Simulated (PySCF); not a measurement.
A geometry optimisation on `COC(=O)c1ccc(F)cc1`.

Computed with PBE0-D3(BJ)/def2-SVP geometry optimisation, gas phase (PySCF 2.14.0). Start geometry: GFN2-xTB. A driver script takes a list of jobs; this job's settings line and coordinates (Å) are shown.

Command:
```bash
OMP_NUM_THREADS=1 python probes_run.py task.json out
```

Input:
```
{"job": {"xc": "PBE0", "basis": "def2-SVP", "d3": "d3bj", "grid": 1, "shake": 0.01, "kind": "geom"}, "charge": 0, "multiplicity": 1}
C      3.383880    -0.755020    -0.029450
O      1.958210    -0.706080     0.199750
C      1.259120     0.250660    -0.453710
O      1.831000     1.052120    -1.191140
C     -0.176030     0.207450    -0.153610
C     -1.000680     1.163080    -0.755790
C     -2.345420     1.162990    -0.505610
C     -2.858550     0.221420     0.353940
F     -4.198850     0.219700     0.625990
C     -2.079630    -0.734690     0.988670
C     -0.728120    -0.732870     0.732200
H      3.824670     0.215640     0.278230
H      3.539130    -0.879760    -1.103700
H      3.737790    -1.549090     0.566750
H     -0.554550     1.868940    -1.419900
H     -3.011870     1.899930    -0.959460
H     -2.522570    -1.441190     1.643490
H     -0.085090    -1.451280     1.197610
```

Output:
```
step   0  E = -558.35031667  max force = 0.045747
step   1  E = -558.35637063  max force = 0.016724
step   2  E = -558.35617063  max force = 0.011359
step   3  E = -558.35733585  max force = 0.009288
step   4  E = -558.35755105  max force = 0.003863
step   5  E = -558.35763032  max force = 0.004375
step   6  E = -558.35780911  max force = 0.000885
step   7  E = -558.35782018  max force = 0.002366
step   8  E = -558.35789594  max force = 0.000964
step   9  E = -558.35791592  max force = 0.000340
step  10  E = -558.35792114  max force = 0.000427
optimisation converged
```

Energies in Eh; «max force» is the largest Cartesian gradient component in Eh/bohr.

Task: Give the first gradient maximum in eV/Å.

Result: With 1 Eh/bohr = 51.422 eV/Å, 2.352 eV/Å.

Main results: final energy -558.35792 Eh after 10 steps; dipole 1.78 D.

Task: Where do the atoms end?

Result: 0.031 Å rms from the input after alignment:
```
atom  x, y, z in Å
C1     3.3647   -0.7077   -0.1650
O2     1.9804   -0.6881    0.1303
C3     1.2600    0.2387   -0.5128
O4     1.7380    1.0132   -1.3038
C5    -0.1770    0.1997   -0.1416
C6    -1.0385    1.1128   -0.7599
C7    -2.3919    1.1285   -0.4482
C8    -2.8706    0.2196    0.4906
F9    -4.1637    0.2318    0.7962
C10   -2.0366   -0.7000    1.1190
C11   -0.6842   -0.7057    0.7974
H12    3.8406    0.2408    0.1257
H13    3.5347   -0.8623   -1.2407
H14    3.7913   -1.5371    0.4110
H15   -0.6189    1.8095   -1.4883
H16   -3.0838    1.8308   -0.9163
H17   -2.4588   -1.3939    1.8478
H18   -0.0072   -1.4154    1.2745
```

Task: How long does this job take on one thread, Arm Neoverse N1 (aarch64), shared host with 64 logical CPUs at a one-minute load of 48? And the peak memory of the process?

Result: About 5.6 min, with 0.82 GiB resident at the peak, the Python interpreter and its libraries included.
Labels such as C1 count atoms from 1, the log's own numbers from 0.
